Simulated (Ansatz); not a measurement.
`BrB1CC1` + `[AlH3]` → `[AlH2][B]1CC1` + HBr  (formal exchange of groups at a B–Br bond)

Isolated molecules relaxed with PBE0-D4/def2-TZVP in Ansatz; ΔE leaves out vibrations. CBS: MP2 limit from def2 TZ/QZ plus the TZ coupled-cluster correction, frozen cores. This one scheme is used for every species. DFT in def2-TZVPP. For Br outer-core shells are correlated without core-valence functions, which leaves a few kJ/mol of doubt a bond. Scalar relativity is left out up to krypton.

Q: Is it downhill or uphill in electronic energy at CCSD(T)/CBS, and by how much? (An estimate is asked.)

A: The calculation gave: Uphill: ΔE = +0.78 eV.

Q: What do these levels give: LDA (SPW92), PBE0-D4, ωB97M-V, BHLYP, HF/def2-QZVPP, MP2/def2-QZVPP? (Estimate.)

A: The calculation gave: LDA (SPW92) 0.72, PBE0-D4 0.74, ωB97M-V 0.80, BHLYP 0.80, HF/def2-QZVPP 0.83, MP2/def2-QZVPP 0.89 eV.

Largest T1 diagnostic among the species: 0.011.

From BLYP to BHLYP (50 % exact exchange), in def2-TZVPP and without D4, ΔE moves by +0.05 eV. Leaving LDA and LC-ωPBE aside and taking each functional with its dispersion term where it has one, the values, not all of them listed here, spread over 0.14 eV, from PBE-D4 to B97M-V.
